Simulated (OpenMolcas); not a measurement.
A calculation on Eu III.

```json
{
  "Program": "OpenMolcas 26.06",
  "Method": "SS-CASPT2, IPEA 0.25 Eh, imaginary shift 0.1 Eh (closed shells correlated: 5s 5p)",
  "Basis": "ANO-RCC-VTZP [8s7p5d3f2g1h]",
  "Scalar Hamiltonian": "DKH2, point nucleus",
  "Active space": "7 electrons in 7 orbitals (4f)",
  "State averaging": "2S+1 = 8 odd, 1 root; 2S+1 = 6 odd, 48 roots; 2S+1 = 4 odd, 96 roots kept (CI in the orbitals of an earlier block); 2S+1 = 2 odd, 25 roots kept (CI in the orbitals of an earlier block, 0 in the spin-orbit step)",
  "Spin-orbit coupling": "state interaction with AMFI integrals over the reference wave functions, term energies averaged over their components"
}
```

Task: Which level of the active space comes out lowest?

Result: 4f7 8S* 7/2, with 97 % of that term; it is also the measured ground level.

Task: How high does 4f7 6P* 5/2 lie?

Result: 30190 cm-1 above the lowest level.

Task: How high does 4f7 6P* 7/2 lie?

Result: 29940 cm-1 above the lowest level; measured 28200 cm-1 above the ground level, so the calculation is off by +6 %.

Task: How high does 4f7 6D* 3/2 lie?

Result: 38920 cm-1 above the lowest level.

Measured values: Martin, Zalubas and Hagan, Atomic Energy Levels: The Rare-Earth Elements, NSRDS-NBS 60 (1978).

CASPT2 does not keep the components of a term degenerate, so their means are used; among the terms shown or strongly mixed into the levels shown the widest spread is 35 cm-1 (4f7 6D*). Only 96 quartet roots enter the spin-orbit mixing, so the splitting and order within the octet and the sextets are unsound, and g values and χT are rough. Computed and measured levels are paired by configuration, term and J; levels that our copy of the source lacks, or whose pairing is in doubt (as where it misses far off the trend of its configuration), stay unpaired and out of the deviations. Levels of configurations outside the active space are missing.

* marks odd parity.
